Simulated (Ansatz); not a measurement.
The lowest singlet and triplet of OS (SMILES O=S); geometries from B3LYP-D3(BJ)/def2-TZVP, each state relaxed from the structure named, with no frequency check, low spin by broken symmetry.
Singlet (charge 0, multiplicity 1):
```xyz
2

O      0.000     0.000    -0.993
S      0.000     0.000     0.497
```

A positive gap puts the triplet lower; no zero-point energy. R- takes a restricted singlet, here one determinant of a half-filled degenerate or near-degenerate pair, which mixes singlet states. U- takes an unrestricted singlet (broken symmetry where lower, unprojected). The triplet is unrestricted in single-reference levels.

Frozen-core correlation.

Codes used: Ansatz (Gaussian basis) for Hartree–Fock, density functionals and correlated methods. Each number belongs to the level named beside it.

**Question.** One of these levels gives 7.12 kcal/mol for the gap E(singlet) − E(triplet), vertical, at the singlet's geometry. Which one is it?
A) U-SVWN5/def2-TZVPP (spin-contaminated)
B) R-CCSDT/cc-pV(D+d)Z
C) R-PBE/def2-TZVPP
D) U-PBE0/def2-TZVPP (spin-contaminated)

**Answer.** D, U-PBE0/def2-TZVPP (spin-contaminated). The others give 7.78 (U-SVWN5/def2-TZVPP (spin-contaminated)), 28.73 (R-PBE/def2-TZVPP), 21.59 (R-CCSDT/cc-pV(D+d)Z)

Doubts at one or more of the structures used: a restricted determinant that unrestricted orbitals would lower (R-PBE/def2-TZVPP, R-CCSDT/cc-pV(D+d)Z); other coupled-cluster roots lie near (R-CCSDT/cc-pV(D+d)Z).

Ansatz is a program for electronic structure.
